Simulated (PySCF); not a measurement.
# Br⁺ (bromine, charge +1) across methods

[Ar] 3d10 4s2 4p4, high-spin 3P determinant. All numbers are calculated (PySCF 2.14, scalar relativity through the core potential, in aug-cc-pwCVTZ-PP with ECP10MDF (8s7p6d4f1g, 96 functions)).

```
 method  E (hartree)  mean ε 4s β (eV)  mean ε 4p α (eV)  mean ε 4p β (eV)  Σ⟨r²⟩ (bohr²)   ⟨S²⟩
   MN15    -417.0250           -31.135           -20.201           -18.406          31.42  2.003
    LDA    -415.7950           -29.604           -18.235           -16.565          31.12  2.001
LC-wPBE    -416.4452           -34.092           -22.629           -20.851          30.99  2.004
   PBE0    -416.3576           -30.814           -19.737           -17.880          31.04  2.003
    PBE    -416.3888           -29.158           -18.182           -16.469          31.13  2.003
    UHF   -415.09835           -34.491           -23.537           -21.096          31.20  2.009
   PW91    -416.5278           -29.269           -18.234           -16.539          31.12  2.002
 r2SCAN    -416.2569           -29.407           -18.724           -16.863          30.90  2.005
  TPSSh    -416.3076           -29.840           -18.962           -17.181          31.02  2.003
```

Energies and moments cover only the electrons outside the core potential.
